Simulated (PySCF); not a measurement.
Zn (zinc, neutral): UHF calculation

Configuration: [Ar] 3d10 4s2, closed-shell 1S. Computed with PySCF 2.14 in aug-cc-pwCVTZ-PP with ECP10MDF, with a scalar-relativistic core potential.

```json
{"Total energy": "-225.963038 hartree", "One-electron energy": "-408.3580 hartree", "Hartree (Coulomb) energy": "202.2440 hartree", "Exchange energy": "-19.8491 hartree", "⟨S²⟩": "0.0000", "⟨L²⟩": "0.000", "Sum of ⟨r⟩": "20.20 bohr", "Sum of ⟨r²⟩": "33.93 bohr²"}
```

```tsv
shell	electrons	mean orbital energy (hartree)	rms radius, mean of both spins (bohr)
3s	2	-5.86545	0.733
3p	6	-3.93575	0.777
3d	10	-0.76254	1.01
4s	2	-0.29864	3.09
```

Energies and moments cover only the electrons outside the core potential.
